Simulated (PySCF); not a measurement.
NMR data simulated for an unnamed compound:

1H NMR (600 MHz, computed): δ 8.02 (m, 1H), 7.86 (m, 1H), 7.53 (m, 1H), 7.52 (m, 1H).

13C{1H} NMR (computed): δ 170.9 (C), 139.5 (CH), 133.5 (CH), 132.3 (C), 128.7 (CH), 125.8 (C), 123.0 (CH).

- shielding tensors at PBE0/pcSseg-1 (GIAO)
- structure optimised with GFN2-xTB
- code: PySCF 2.14.0 with density-fitted response routines
- non-relativistic Hamiltonian, in vacuum, equivalent nuclei averaged, one conformer

Referencing at the same level of theory: 1H (σ = 31.72 ppm), 13C (σ = 186.93 ppm) against TMS.

Which of these does the molecule contain: a CF3 group, a vinyl group CH=CH2, a benzene ring, a Si–CH3 group, a three-membered ring?

Answers


- A CF3 group: yes (δC 132.3).
- A vinyl group CH=CH2: no.
- A benzene ring: yes.
- A Si–CH3 group: no.
- A three-membered ring: no.

The data belong to `FC1=CC=CC=C1C(F)(F)F`, C7H4F4; they needn't prove each group on their own.

Carbon signals by region: 1 in the far downfield region (above 160 ppm), 6 in the sp2 and nitrile region (100–160 ppm). Above 160 ppm: 170.9, aromatic carbon bearing fluorine.

Splittings by 19F in the carbon and heteronuclear signals aren't shown, as no couplings were computed. Shifts are as computed. Against solution values, carbons near 30 ppm lie about +3 ppm off and those near 130 ppm about +5 ppm. Of 1211 compounds with measured shifts, 218 miss one by over three times the rms of a fit or turn the order of signals round; such compounds aren't used in these exercises. No couplings were computed; multiplicities are counted from neighbouring protons, with m where these are inequivalent, close in shift, in a saturated or five-membered ring or joined by F or P, and br s for small geminal =CH2 splittings.
